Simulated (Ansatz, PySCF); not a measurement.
Here is a job for Ansatz (a first-principles code).
Ansatz 0.2 input:
```yaml
crystal:
  periodic: [false, false, false]
  atoms:
    - {symbol: C, position_ang: [-1.88086609, -0.24439940, 0.19810488]}
    - {symbol: Si, position_ang: [-0.03103582, 0.22941078, 0.24173562]}
    - {symbol: Cl, position_ang: [0.94280005, -0.93243123, -1.17927851]}
    - {symbol: Cl, position_ang: [-0.31054700, 2.07327251, -1.15476151]}
    - {symbol: Cl, position_ang: [0.45531735, -1.18432133, 2.03091734]}
    - {symbol: H, position_ang: [-2.02275001, -1.28867211, 0.46708769]}
    - {symbol: H, position_ang: [-2.44430575, 0.35993545, 0.90406427]}
    - {symbol: H, position_ang: [-2.30194304, -0.07745725, -0.79099435]}
basis:
  gaussian:
    orbitals: cc-pVDZ
total_charge: -1
magnetization: {spin_polarized: true, initial_magnetization: 1}
correlation: {method: mp2, electrons: outside_noble_gas}
accuracy: high
```

Problem. Convert this to an input for PySCF.

Solution. This is not unique; one that fits is 
```python
from pyscf import gto, scf, mp

mol = gto.M(
    atom='''
C    -1.88086609   -0.24439940    0.19810488
Si   -0.03103582    0.22941078    0.24173562
Cl    0.94280005   -0.93243123   -1.17927851
Cl   -0.31054700    2.07327251   -1.15476151
Cl    0.45531735   -1.18432133    2.03091734
H    -2.02275001   -1.28867211    0.46708769
H    -2.44430575    0.35993545    0.90406427
H    -2.30194304   -0.07745725   -0.79099435
''',
    basis='cc-pvdz',
    charge=-1,
    spin=1,
    verbose=4,
)

mf = scf.UHF(mol)
mf.kernel()

pt = mp.MP2(mf, frozen=21)
pt.kernel()
print('E(MP2) = %.10f' % pt.e_tot)
```

Both were run: Ansatz gave -1707.862404 Eh and PySCF -1707.862404 Eh, 0.000 mEh apart.
